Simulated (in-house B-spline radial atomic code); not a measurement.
Atomic self-consistent-field run: Fe+. Level of theory: non-relativistic TPSSh, spin-polarised, spherical fractional occupations, exact exchange averaged over the configuration, point nucleus; calculated with a radial B-spline atomic code at the basis-set limit.

Command:
```bash
python run_scf.py task.json out
```
Settings:
```
Z                26
configuration    [Ar] 3d6 4s1
hamiltonian      nr
method           tpssh
spin_polarised   True
exact_exchange   averaged over the configuration
```

Output (hartree, bohr):
```
 radial grid: 61 intervals, B-splines of order 8, outer radius 60 bohr

 iter        energy (Eh)    residual
    1       -1263.403840    3.88e-02
    2       -1263.405961    1.08e-03
    3       -1263.405979    4.81e-04
    4       -1263.405981    2.07e-04
    5       -1263.405981    6.76e-05
    6       -1263.405981    8.63e-05
    7       -1263.405981    8.21e-06
    8       -1263.405981    9.56e-07
    9       -1263.405981    2.74e-08

 total energy                     -1263.40598
 kinetic                            1262.4404
 electron-nucleus                  -2998.6560
 Hartree                             528.1622
 exact exchange                       -5.3775
 exchange-correlation                -49.9752

 orbital      occ     eigenvalue          <r>       <r^2>       <1/r>       r_max
 1s up      1.000      -256.2131     0.059107   0.0046841     25.5266     0.03895
 1s down    1.000      -256.2116     0.059107  0.00468408     25.5265     0.03895
 2s up      1.000       -30.2799     0.269747   0.0858442     5.46952      0.2249
 2s down    1.000       -30.2084     0.269344   0.0855642     5.47782      0.2248
 2p up      3.000       -26.1090     0.236851   0.0688786     5.41302      0.1809
 2p down    3.000       -26.0497     0.236389   0.0685741     5.42094      0.1808
 3s up      1.000        -3.8763     0.818687    0.773347     1.72043      0.7074
 3s down    1.000        -3.6921     0.821022    0.777784     1.71318      0.7075
 3p up      3.000        -2.6497     0.860973    0.873878     1.59385      0.7161
 3p down    3.000        -2.4590     0.864907    0.882243     1.58504      0.7165
 3d up      5.000        -0.6820       1.0857     1.54368     1.23591      0.7077
 3d down    1.000        -0.5205      1.14265     1.74985     1.19865      0.7129
 4s up      1.000        -0.4817      2.68588     8.24196    0.482178       2.284

 Slater integrals (Eh)
   F0(3d up,3d up)               0.860421
   F2(3d up,3d up)               0.392138
   F4(3d up,3d up)               0.242849
   F0(3d up,3d down)             0.842003
   F2(3d up,3d down)             0.380933
   F4(3d up,3d down)             0.235405
   F0(3d up,4s up)               0.422130
   G2(3d up,4s up)               0.053090
   F0(3d down,3d down)           0.824310
   F2(3d down,3d down)           0.370451
   F4(3d down,3d down)           0.228482
   F0(3d down,4s up)             0.419246
   F0(4s up,4s up)               0.335938
```

Time taken, with all properties: 0.72 s on 1 thread of Arm Neoverse N1, with other jobs on the host.
